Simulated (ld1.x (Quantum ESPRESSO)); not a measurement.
## Before and after: RRKJ potential for manganese

* Element: manganese
* Generator: ld1.x (Quantum ESPRESSO) 7.5
* Type: norm-conserving RRKJ (Kleinman–Bylander form)
* Functional: PBE
* Relativity: scalar-relativistic
* Frozen core: [Ne] 3s2
* Valence charge: 13
* Reference configuration: 3p6 3d5 4s2 4p0
* Partial waves: 3p (bound): rc 1.10 bohr; 3d (bound): rc 1.90 bohr; 4s (bound): rc 2.75 bohr
* Local potential: the s channel
* Core correction: none
* rho0: 0.01

Change: all radii scaled by about 1.41 (s 3.88, p 1.56, d 2.68 bohr).

Cutoffs: the cutoffs (Ry, on a coarse ladder) from which the occupation-weighted sum of valence levels, in a spherical-Bessel basis at the reference potential, stays within 10 and 1 mRy of its value at 400 Ry; they do not see the model core or the augmentation charge, which bear on the density cutoff. Errors are all-electron minus pseudo energies relative to the spin-unpolarised reference configuration.

Problem. What does the change do?

Solution. The potential gets softer (100 Ry and 140 Ry → 50 Ry and 60 Ry); the number of tests that count goes from 6 to 0; neither file shows a bound ghost at the reference potential, the only one tested. A larger radius leaves more room for a smooth pseudo-wave, so fewer plane waves are needed.

| quantity | base | changed |
| --- | --- | --- |
| cutoff, loose | 100 Ry | 50 Ry |
| cutoff, tight | 140 Ry | 60 Ry |
| loose cutoff by channel (10 mRy a level) | p 50 Ry, d 45 Ry, s 6 Ry | p 45 Ry, d 25 Ry, s 6 Ry |
| bound ghosts | none | none |
| tests counted (converged, no solver errors) | 6 of 7 | 0 of 7 |

Base: Tests not counted: 3p6 3d5 4s1.5 4p0 (an occupied level unbound or not found, printed error +0.1 meV). These tests converged, but a pseudo level misses the all-electron one widely, so the file describes the atom poorly there or has found another state: 3p6 3d4 4s0 4p0: empty 4p by 2.9 eV; 3p6 3d3 4s0 4p0: empty 4p by 4.5 eV. ld1.x printed “convergence not achieved” for 3 of the counted tests; their residual had stalled under 1e-8, short of the target of 1e-14. Changed file: Tests not counted: all (the test run did not reproduce the reference configuration, from which every error is measured).
